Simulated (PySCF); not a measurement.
**N+: ionisation energy**

N+ [He] 2s2 2p2 (3P) → N(2+) [He] 2s2 2p1 (2P), as a difference of total energies. Computed with PySCF 2.14 in x2c-QZVPPall with one added diffuse shell each of s, p, d, f type (8s5p4d3f1g, 73 functions), with scalar relativity by spin-free X2C-1e. Correlated levels: valence and next inner shell: nothing frozen. The calculations carry no spin-orbit coupling.

```
                                method  ionisation energy (eV)  difference from reference (eV)
                                   UHF                  29.203                          -0.398
    MP2 (valence and next inner shell)                  29.692                          +0.091
SCS-MP2 (valence and next inner shell)                  29.543                          -0.058
   CCSD (valence and next inner shell)                  29.539                          -0.062
CCSD(T) (valence and next inner shell)                  29.555                          -0.046
```

Reference: 29.601 eV (semi-empirical (NIST evaluation); NIST Atomic Spectra Database, ionization energies).

Errors of the correlated levels include the incompleteness of this basis.
